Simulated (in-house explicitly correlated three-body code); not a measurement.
Computed with an exponentially correlated three-body code. Model: two electrons around a point charge, non-relativistic, variational in 260 exponentially correlated functions (energies converged to about 1e-7 hartree, or 1e-8 relative for large Z).

Command:
```bash
python run_hyl.py task.json out
```
Settings (lengths in bohr, energies in hartree):
```
Z                      6
screening              0.6
interaction_strength   1
functions              260
states_tried           13
```

Time taken, with all properties: 2.3 min on 1 thread of Arm Neoverse N1 (shared host).

**Those bound S and P states to n = 4 that converged, binding against the one-electron ion.**

Given: nuclear charge 6; Yukawa screening of all interactions 0.6 1/bohr.

Computed: one-electron threshold -14.6540891 hartree.

| term | energy (hartree) | binding (eV) |
| --- | --- | --- |
| 1 1S | -26.2811401 | 316.39 |
| 2 3S | -15.882826 | 33.436 |
| 2 1S | ? | ? |
| 2 3P | -15.6053555 | 25.885 |
| 2 1P | -15.5118557 | 23.341 |
| 3 3S | -14.6898096 | 0.972 |

(1) What belongs in the row 2 1S?

**Converged states only, values per electron or pair (inverse distances are <exp(-kr)/r>).**

| term | mean r (bohr) | mean r squared (bohr²) | mean inverse r (1/bohr) | mean r12 (bohr) | mean inverse r12 (1/bohr) | mean cosine | mean p1 dot p2 (bohr⁻²) | delta r1 (bohr⁻³) | delta r12 (bohr⁻³) |
| --- | --- | --- | --- | --- | --- | --- | --- | --- | --- |
| 1 1S | 0.26935 | 0.09782 | 5.0929 | 0.39924 | 2.8749 | -0.021783 | 0.66568 | 60.599 | 6.0094 |
| 2 3S | 0.73647 | 0.92132 | 3.0759 | 1.2577 | 0.52362 | -0.0058202 | 0.034128 | 36.438 | - |
| 2 1S | 0.7789 | 1.0493 | 3.0519 | 1.3326 | 0.62273 | -0.0079633 | 0.044596 | 36.155 | 0.76134 |
| 2 3P | ? | ? | ? | ? | ? | ? | ? | ? | - |
| 2 1P | 0.71286 | 0.88791 | 3.0306 | 1.1953 | 0.67352 | 0.029385 | 1.3768 | 33.984 | 0.16535 |
| 3 3S | 2.4984 | 13.739 | 2.7388 | 4.7532 | 0.056407 | -0.00054583 | 0.0029053 | 34.131 | - |

(2) What belongs in the row 2 3P?

**Electric-dipole lines between converged S and P states, rate of the upper state's decay.**

```csv
s state,p state,p minus s (eV),oscillator strength from s,rate (1/s)
1 1S,2 1P,293.05,0.51411,6.3859e+11
2 1S,2 1P,?,?,?
2 3S,2 3P,7.5504,0.23852,1.9667e+08
3 3S,2 3P,-24.913,-0.042698,1.1499e+09
```

(3) What belongs in the row 2 1S 2 1P?

**Static dipole response.**

| state | polarisability (bohr³) |
| --- | --- |
| 1 1S | 0.0094122 |
| 2 3S | 3.2675 |

## Answers

(1) energy (hartree): -15.7236298; binding (eV): 29.104.

(2) mean r (bohr): 0.68025; mean r squared (bohr²): 0.79856; mean inverse r (1/bohr): 3.0487; mean r12 (bohr): 1.157; mean inverse r12 (1/bohr): 0.64276; mean cosine: -0.054364; mean p1 dot p2 (bohr⁻²): -1.5377; delta r1 (bohr⁻³): 33.645.

(3) p minus s (eV): 5.7627; oscillator strength from s: 0.20497; rate (1/s): 9.8453e+07.
